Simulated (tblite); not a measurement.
Run record: tight-binding relaxation, `c1(CC)csc(c1)C(=O)Cl`.

Computed with GFN2-xTB geometry optimisation, gas phase (tblite 0.8.0). Start geometry: from a force field or distance geometry. The input is one job of a driver script: a line of settings, then coordinates in Å.

Command:
```bash
OMP_NUM_THREADS=1 python probes_run.py task.json out
```

Input:
```
{"job": {"kind": "relax", "xc": "GFN2-xTB", "basis": "xTB"}, "charge": 0, "multiplicity": 1}
C     -2.499500    -0.118000     0.545800
C     -1.650700     0.520800    -0.545300
C     -0.233300    -0.019300    -0.524800
C      0.192900    -1.089600    -1.275200
S      1.846300    -1.440100    -1.017300
C      2.027300    -0.139900     0.080000
C      3.346300     0.100500     0.681400
O      4.341300    -0.584000     0.443900
Cl     3.406800     1.451600     1.802600
C      0.828100     0.531500     0.254000
H     -2.099400     0.075300     1.541600
H     -3.525600     0.292900     0.514000
H     -2.581300    -1.199000     0.425500
H     -1.620800     1.603000    -0.397600
H     -2.106800     0.344800    -1.513900
H     -0.388000    -1.710500    -1.931300
H      0.709500     1.392200     0.906700
```

Output:
```
step      E/eV     max force
  0    -827.45835    2.762
  1    -827.52030    3.069
  2    -827.57144    0.433
  3    -827.57799    0.252
  4    -827.58720    0.203
  5    -827.58951    0.169
  6    -827.59226    0.154
  7    -827.59392    0.131
  8    -827.59559    0.127
  9    -827.59670    0.102
... (29 lines left out)
 39    -827.60395    0.017
 40    -827.60399    0.017
 41    -827.60404    0.024
 42    -827.60413    0.032
 43    -827.60424    0.030
 44    -827.60435    0.026
 45    -827.60443    0.022
 46    -827.60450    0.019
 47    -827.60454    0.017
 48    -827.60457    0.009
```

«max force» is the largest atomic force in eV/Å.

**Question.** From which step on does the largest force stay under 0.1 eV/Å, and how much energy is left to gain from there?

**Answer.** From step 10 (0.089 eV/Å), 7.1 meV above the end.

Summary of the converged run: energy lowered by 3.4 kcal/mol over 48 steps; largest atomic force 0.009 eV/Å at the end.

**Question.** Give the final coordinates.

**Answer.** 0.067 Å rms from the input after alignment:
```
atom  x, y, z in Å
C1    -2.4480   -0.1192    0.5663
C2    -1.6296    0.5361   -0.5480
C3    -0.2304    0.0058   -0.5544
C4     0.1804   -1.0853   -1.2746
S5     1.8234   -1.4821   -1.0339
C6     1.9986   -0.1539    0.0762
C7     3.2803    0.0594    0.6810
O8     4.2856   -0.5602    0.5295
Cl9    3.2741    1.4549    1.7929
C10    0.8160    0.5349    0.2201
H11   -1.9930    0.0719    1.5353
H12   -3.4599    0.2776    0.5727
H13   -2.4977   -1.1953    0.4168
H14   -1.6054    1.6160   -0.3933
H15   -2.1029    0.3354   -1.5104
H16   -0.4126   -1.6766   -1.9456
H17    0.7143    1.3928    0.8595
```

Hardware: Arm Neoverse V1, one thread, no GPU, on a shared host. Cost: 0.48 s wall.
Labels such as C1 count atoms from 1, the log's own numbers from 0.
